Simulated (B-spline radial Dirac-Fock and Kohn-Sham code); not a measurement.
# The Ca-like isoelectronic sequence (20 electrons), Z = 71 to 83

The computed values come from an atomic code on a B-spline grid: Dirac-Fock energy differences between relaxed states, corrected for Breit and QED terms. Binding energies in eV, tabulated ground configurations ([Ar] 3d2 throughout). Electron correlation is not included.

```tsv
ion	1s	2p1/2	2p3/2	outermost level	NIST ionisation energy
Lu⁵¹⁺	66763.2	13726.1	12603.9	4630.5 (3d)	4673 ± 4
Hf⁵²⁺	68904.0	14223.0	13026.2	4801.8 (3d)	4846 ± 4
Ta⁵³⁺	?	?	?	?	?
W⁵⁴⁺	73312.6	15250.5	13892.3	5153.7 (3d)	5209 ± 4
Re⁵⁵⁺	75582.1	15781.6	14336.1	5334.4 (3d)	5388 ± 5
Os⁵⁶⁺	77895.5	16324.5	14787.2	5518.3 (3d)	5575 ± 5
Ir⁵⁷⁺	80254.4	16879.5	15245.5	5705.3 (3d)	5765 ± 6
Pt⁵⁸⁺	82658.8	17446.7	15711.0	5895.5 (3d)	5959 ± 6
Au⁵⁹⁺	85109.9	18026.4	16183.8	6088.8 (3d)	6156 ± 7
Hg⁶⁰⁺	87608.1	18618.9	16663.8	6285.3 (3d)	6356 ± 10
Tl⁶¹⁺	90154.7	19224.5	17151.1	6485.0 (3d)	6560 ± 12
Pb⁶²⁺	92750.1	19843.3	17645.8	6687.9 (3d)	6767 ± 15
Bi⁶³⁺	95395.6	20475.8	18147.7	6894.0 (3d)	6977 ± 19
```

Q: Fill in the row of Ta⁵³⁺.

A: 1s 71086.9, 2p1/2 14731.0, 2p3/2 13455.6, outermost 4976.2 (3d), NIST 5024 ± 5 eV.

NIST's values are for the lowest levels; a dash marks a value that is missing or belongs to another shell. Their kind here: semi-empirical, theoretical. Where a p, d or f shell is open in either ion the computed value averages over both j values and all terms, while the table refers to the lowest levels; that difference holds spin-orbit splitting (largest in heavy or highly charged ions), term energies where several electrons share open shells, and correlation, and it can reach 10 % or more.
